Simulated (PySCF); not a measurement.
Species: C₄H₆ClNSi.
SMILES: `N#C[SiH2]/C(C)=C/Cl`

Computed with PySCF, TDDFT B3LYP/def2-SVPD, vertical, gas phase, core orbitals frozen in the response. Isolated species at its PBE0-D3(BJ)/def2-SVP geometry (one conformer only). Torsions of this conformer, `[CH3:1]/[C:2](=[CH:3]\[Cl:4])[SiH2:5][C:6]#[N:7]`: C1–C2–Si5–C6 58°.

Problem. List the vertical singlet excitations with oscillator strengths and describe the spectrum.

Solution. 

| state | E (eV) | E (hartree) | f | \|μ\| (D) | main configurations (H = HOMO, L = LUMO) |
| --- | --- | --- | --- | --- | --- |
| S1 | 5.79 | 0.2127 | 0.058 | 1.62 | H→L+1 (51%), H→L (41%) |
| S2 | 6.03 | 0.2214 | 0.100 | 2.09 | H→L+1 (42%), H→L+2 (31%), H→L (24%) |
| S3 | 6.28 | 0.2307 | 0.222 | 3.05 | H→L+2 (59%), H→L (29%) |
| S4 | 6.52 | 0.2397 | 0.0003 | 0.11 | H-1→L (94%) |
| S5 | 6.59 | 0.2422 | 0.0027 | 0.33 | H→L+3 (80%), H→L+4 (15%) |
| S6 | 6.82 | 0.2506 | 0.0096 | 0.61 | H-2→L (82%) |
| S7 | 6.86 | 0.2521 | 0.0008 | 0.18 | H-3→L (38%), H-3→L+1 (26%), H-2→L+1 (16%) |
| S8 | 6.96 | 0.2558 | 0.0066 | 0.50 | H→L+4 (77%), H→L+3 (15%) |
| S9 | 7.11 | 0.2614 | 0.015 | 0.74 | H-2→L+1 (38%), H-3→L (20%), H-2→L+2 (9%) |
| S10 | 7.21 | 0.2651 | 0.0012 | 0.21 | H→L+5 (39%), H-2→L+2 (30%), H-3→L+1 (8%) |

Triplets, Tamm–Dancoff:

```
state  E (eV)  λ (nm)   main configurations (H = HOMO, L = LUMO)
   T1    3.99   310.9                                  H→L (85%)
   T2    5.67   218.5                                H→L+1 (54%)
   T3    5.77   214.7  H→L+1 (26%), H-3→L+2 (14%), H-3→L+1 (11%)
   T4    6.01   206.4                                H→L+2 (83%)
```

The lowest singlet lies at 5.79 eV (214 nm, ultraviolet) and is of moderate strength; its leading configuration is HOMO→LUMO+1 (51%). The strongest level in the table is S3 at 6.28 eV (198 nm, f = 0.222). Löwdin shares by element: HOMO carbon 59% or more, chlorine 30%; LUMO carbon 51% or more, silicon 10%, chlorine 9% (atoms not listed hold the other 29%). The oscillator strengths of these states sum to 0.415; summed over the whole spectrum of an exact calculation they would give the number of electrons, 68 (Thomas–Reiche–Kuhn). Of the 10 states listed, 4 reach f = 0.01 and 1 stays under 0.0005. Weighted by f, the mean energy of these states is 6.21 eV. No computed singlet lies in the visible range (380 to 750 nm); the lowest, at 214 nm, stands 2.53 eV above its violet end (3.26 eV). The vertical ionisation energy (ΔSCF) is 9.76 eV, 2.55 eV above S10. The window holds the lowest 10 singlets.
